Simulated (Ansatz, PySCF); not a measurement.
Species: sum formula GeOF (charge -1, singlet). 
Structure (B3LYP-D3(BJ)/def2-TZVP (Ansatz, a program for electronic structure) minimum search):
```
Ge
O 1 1.6822
F 1 1.8883 2 106.10
```
Charge -1, spin multiplicity 1.

Total electronic energies in hartree. Cores are frozen in the correlated levels unless marked. Spin-orbit coupling is left out. The frozen core is the preceding noble-gas configuration, with the filled d and f shells of earlier blocks. No relativistic terms. CBS marks a two-point X^-3 extrapolation of the correlation energy; Hartree-Fock from the larger set. [CCSD(T)-MP2]/basis is that difference in the basis named. The program attaches cautions to a run behind MP2/STO-3G: other roots.

| level | program | energy (Eh) |
|---|---|---|
| PBE0-D4/def2-TZVPD | Ansatz + dftd4 | -2251.81575 |
| TPSSh/def2-TZVPD | PySCF | -2252.21044 |
| LC-wPBE-D3(BJ)/def2-TZVPD | Ansatz + dftd3 | -2251.87346 |
| LC-wPBE/def2-TZVPD | Ansatz | -2251.87223 |
| B2GP-PLYP-D4/def2-TZVPD | Ansatz + dftd4 | -2251.57814 |
| MP2/STO-3G | Ansatz | -2223.53714 |
| RI-MP2/aug-cc-pVQZ | Ansatz | -2250.54087 |
| RI-MP2/cc-pVQZ | Ansatz | -2250.52555 |
| RI-MP2/CBS(aug-cc-pVTZ,aug-cc-pVQZ)+[CCSD(T)-MP2]/aug-cc-pVTZ | Ansatz | -2250.5915 |

Totals of different functionals don't rank their quality; only differences between species are comparable.
